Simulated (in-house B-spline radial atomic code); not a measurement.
A fraction x of an electron is removed from 3d in Mo⁴⁺, starting from [Kr] 4d2 and keeping the highest spin. Computed with a radial B-spline atomic code at the basis-set limit: non-relativistic LDA exchange-only, spin-polarised, spherical fractional occupations, point nucleus.

| x | E(x) - E(0) (eV) | 3d down level (eV) |
| --- | --- | --- |
| 0 | 0.0000 | -271.508 |
| 0.04 | 10.8903 | -273.008 |
| 0.24 | 66.2457 | -280.561 |
| 0.35 | 97.3377 | -284.752 |
| 0.47 | 131.7837 | -289.354 |
| 0.5 | ? | ? |
| 0.52 | ? | ? |
| 0.72 | 205.3299 | -299.037 |
| 0.82 | 235.4289 | -302.947 |
| 0.98 | 284.4036 | -309.245 |
| 1 | 290.5964 | -310.036 |

(1) What belongs in the row x = 0.5?

(2) What belongs in the row x = 0.52?

(3) Check Janak's theorem between x = 0.04 and 0.24.

## Answers

(1) An energy change of 140.4816 eV; 3d down at -290.509 eV.

(2) An energy change of 146.2995 eV; 3d down at -291.280 eV.

(3) The slope of the energy is 276.78 eV; the orbital levels give 276.78 eV (-ε of the emptying orbital, averaged over the two points).
